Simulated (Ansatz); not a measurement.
Question: Name a neutral molecule of Al, Cl, N, Si and H with HOMO–LUMO gap (ωB97M-V/def2-TZVPP) between 10.75 and 11.05 eV and HOMO–LUMO gap (PBE/def2-TZVPP) between 4.70 and 5.00 eV (Ansatz, PBE0-D4/def2-TZVP geometry).

Answer: `[SiH3][N]([SiH3])[AlH][Cl]` (10.79 eV, 4.92 eV). Other molecules can fit too; these were computed, each in one conformer that needn't be the lowest.
